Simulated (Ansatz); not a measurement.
`FC[SiH](F)[SiH3]` + CH₃OH → `CO[SiH](F)[SiH3]` + `CF`  (ligand exchange at the Si–C bond)

Computed with Ansatz on PBE0-D4/def2-TZVP structures; ΔE is electronic, products minus reactants. CBS: MP2 limit from def2 TZ/QZ plus the TZ coupled-cluster correction, frozen cores. This one scheme is used for every species. Each species was taken in one conformer, which may not be the lowest.

| level | ΔE (kcal/mol) |
| --- | --- |
| HF/CBS(def2) | -35.2 |
| CCSD/CBS(def2) | -31.7 |

Problem. What does CCSD(T)/CBS give? (An estimate is asked.)

Solution. Computed: -31.4 kcal/mol. The listed levels differ from it by -3.8, -0.3 kcal/mol.

Largest T1 diagnostic among the species: 0.012.

From PBE to PBE0 (25 % exact exchange), in def2-TZVPP and without D4, ΔE moves by −1.2 kcal/mol. Leaving LDA and LC-ωPBE aside and taking each functional with its dispersion term where it has one, the values, not all of them listed here, spread over 5.0 kcal/mol, from BHLYP-D4 to revPBE-D4. LDA lies −1.0 kcal/mol from PBE without D4.

CCSD(T)/CBS has its own doubt, a few kJ/mol and more with outer-core shells, so smaller differences from it don't rank the levels.
